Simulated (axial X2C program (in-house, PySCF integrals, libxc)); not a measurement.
Outer orbitals of CaF⁺ at 1.864 Å, PBE0

All values were computed with an in-house all-electron X2C program for linear molecules (integrals from PySCF). Spin-free means the one-electron spin-free X2C Hamiltonian; two-component (2c) means X2C with spin–orbit coupling and atomic mean-field two-electron Coulomb and Gaunt terms, so the difference of the two also holds small scalar two-electron terms. Basis: Ca dyall-cv3z [11s12p6d4f], F dyall-av3z [7s6p3d2f] (cores contracted in-house); Gaussian nuclei, density fitting, unrestricted open shells. Masses: Ca 39.963 u, F 18.998 u.

The distance is close to the 2c PBE0 minimum; the highest filled and lowest empty levels are listed.

Spin-free orbitals, state M_S = 0, Λ = 0 (closed shell) (Löwdin shares):

```csv
symmetry,occupied,ε (eV),atomic character
σα,yes,-33.56,"49% F s, 42% Ca p, 4% Ca d"
σα,yes,-15.34,"86% F p, 8% Ca d, 2% Ca p"
π-α,yes,-15.20,"90% F p, 6% Ca d, 2% Ca f"
π+α,yes,-15.20,"90% F p, 6% Ca d, 2% Ca f"
σα,no,-7.17,"72% Ca s, 11% Ca p, 6% F p"
δ-α,no,-5.62,99% Ca d
δ+α,no,-5.62,99% Ca d
π+α,no,-5.27,"64% Ca d, 32% Ca p, 2% F p"
π-α,no,-5.27,"64% Ca d, 32% Ca p, 2% F p"
```

One partner of each degenerate Kramers or spin pair is listed.

Spinors with spin–orbit coupling (state Ω = 0):

```csv
ω,occupied,ε (eV),atomic character,λ mixture
1/2,yes,-33.55,"48% F s, 42% Ca p, 4% Ca d",100% σ
1/2,yes,-15.35,"86% F p, 8% Ca d, 2% Ca p","97% σ, 3% π"
1/2,yes,-15.22,"90% F p, 6% Ca d, 2% Ca f","97% π, 3% σ"
3/2,yes,-15.19,"90% F p, 6% Ca d, 2% Ca f",100% π
1/2,no,-7.17,"72% Ca s, 11% Ca p, 6% F p",100% σ
3/2,no,-5.63,99% Ca d,100% δ
5/2,no,-5.62,99% Ca d,100% δ
1/2,no,-5.28,"64% Ca d, 32% Ca p, 2% F p",100% π
```

One partner of each degenerate Kramers or spin pair is listed.

Mulliken charges and populations of the two-component result (they depend on the basis, above all on diffuse functions):

Ca 1.64 e (s 6.01 p 11.99 d 0.34 f 0.02), F -0.64 e (s 4.02 p 5.60 d 0.02).

The state is one determinant whose occupation by symmetry is held fixed; it was picked as the lowest of a PBE0 search that is not exhaustive.
